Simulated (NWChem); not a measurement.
Program: NWChem. System: HBrPb, charge 0, spin multiplicity 1, displaced from the optimised geometry. The structure started from a generated list of species. Level: BLYP/def2-TZVP with def2 effective core potentials on Pb.

Input file:

```
start mol
memory heap 200 mb stack 800 mb global 1000 mb
geometry units angstroms nocenter noautoz
  Pb    -0.546387     0.579336     0.000000
  H      0.778333     1.937768     0.000000
  Br     1.257868    -1.412665     0.000000
  symmetry group Cs
end
basis spherical
  * library def2-tzvp
end
ecp
  Pb library def2-ecp
end
dft
  xc becke88 lyp
  semidirect memsize 60000000 filesize 0
  iterations 100
  grid fine
end
task dft gradient
```

NWChem printed:

```
             Northwest Computational Chemistry Package (NWChem) 7.3.0
             --------------------------------------------------------

                                NWChem Input Module
                                -------------------

 Scaling coordinates for geometry "geometry" by  1.889725989
 (inverse scale =  0.529177249)

 Turning off AUTOSYM since
 SYMMETRY directive was detected!

                             Geometry "geometry" -> ""
                             -------------------------

 Output coordinates in angstroms (scale by  1.889725989 to convert to a.u.)

  No.       Tag          Charge          X              Y              Z
 ---- ---------------- ---------- -------------- -------------- --------------
    1 Pb                  82.0000    -0.54638700     0.57933600     0.00000000
    2 H                    1.0000     0.77833300     1.93776800     0.00000000
    3 Br                  35.0000     1.25786800    -1.41266500     0.00000000

 Effective nuclear repulsion energy (a.u.)     593.4242328616

            Nuclear Dipole moment (a.u.)
            ----------------------------
        X                 Y               Z
 ---------------- ---------------- ----------------
    -0.0000396842     0.0000850377     0.0000000000

      Symmetry information
      --------------------

 Group name             Cs
 Group number              2
 Group order               2
 No. of unique centers     3

      Symmetry unique atoms

     1    2    3


 Summary of "ao basis" -> "" (spherical)
 ------------------------------------------------------------------------------
       Tag                 Description            Shells   Functions and Types
 ---------------- ------------------------------  ------  ---------------------
 *                         def2-tzvp                  on all atoms

                                 NWChem DFT Module
                                 -----------------

 Summary of "ao basis" -> "ao basis" (spherical)
 ------------------------------------------------------------------------------
       Tag                 Description            Shells   Functions and Types
[...]
     2   1 0 1     -0.000000     -0.000000     -0.000000      0.000000
     2   0 2 0    -38.210325   -163.707544   -163.707544    289.204762
     2   0 1 1      0.000000      0.000000      0.000000      0.000000
     2   0 0 2    -32.872453    -16.436226    -16.436226      0.000000

            General Information
            -------------------
          SCF calculation type: DFT
          Wavefunction type:  closed shell.
          No. of atoms     :     3
          No. of electrons :    58
           Alpha electrons :    29
            Beta electrons :    29
          Charge           :     0
          Spin multiplicity:     1
          Use of symmetry is: on ; symmetry adaption is: on
          Maximum number of iterations: 100
          AO basis - number of functions:   104
                     number of shells:    36
          Convergence on energy requested:  1.00D-06
          Convergence on density requested:  1.00D-05
          Convergence on gradient requested:  5.00D-04

              XC Information
              --------------
                    Becke 1988 Exchange Functional  1.000
              Lee-Yang-Parr Correlation Functional  1.000

             Grid Information
             ----------------
          Grid used for XC integration:  fine
          Radial quadrature: Mura-Knowles
          Angular quadrature: Lebedev.
          Tag              B.-S. Rad. Rad. Pts. Rad. Cut. Ang. Pts.
          ---              ---------- --------- --------- ---------
          Pb                  1.80      141          10.0       974
          H                   0.35       60          11.0       590
          Br                  1.15      140          11.0       974
          Grid pruning is: on
          Number of quadrature shells:   341
          Spatial weights used:  Erf1

          Convergence Information
          -----------------------
          Convergence aids based upon iterative change in
          total energy or number of iterations.
          Levelshifting, if invoked, occurs when the
          HOMO/LUMO gap drops below (HL_TOL):  1.00D-02
          DIIS, if invoked, will attempt to extrapolate
          using up to (NFOCK): 10 stored Fock matrices.

                    Damping( 0%)  Levelshifting(0.5)       DIIS
                  --------------- ------------------- ---------------
          dE  on:    start            ASAP                start
          dE off:    2 iters        100 iters           100 iters

      Screening Tolerance Information
      -------------------------------
          Density screening/tol_rho:  1.00D-10
          AO Gaussian exp screening on grid/accAOfunc:  14
          CD Gaussian exp screening on grid/accCDfunc:  20
          XC Gaussian exp screening on grid/accXCfunc:  20
          Schwarz screening/accCoul:  1.00D-08

                            NWChem DFT Gradient Module
                            --------------------------

  charge          =   0.00
  wavefunction    = closed shell

  Using symmetry

                         DFT ENERGY GRADIENTS

    atom               coordinates                        gradient
                 x          y          z           x          y          z
   1 Pb     -1.032522   1.094786   0.000000   -0.003670   0.000147   0.000000
   2 H       1.470836   3.661851   0.000000    0.001915   0.001313   0.000000
   3 Br      2.377026  -2.669550   0.000000    0.001755  -0.001460   0.000000

                 ----------------------------------------
                 |  Time  |  1-e(secs)   |  2-e(secs)   |
                 ----------------------------------------
                 |  CPU   |       0.04   |      22.71   |
                 ----------------------------------------
                 |  WALL  |       0.04   |      22.71   |
                 ----------------------------------------

 Task  times  cpu:       36.6s     wall:       36.6s

 Total times  cpu:       36.6s     wall:       36.6s
```
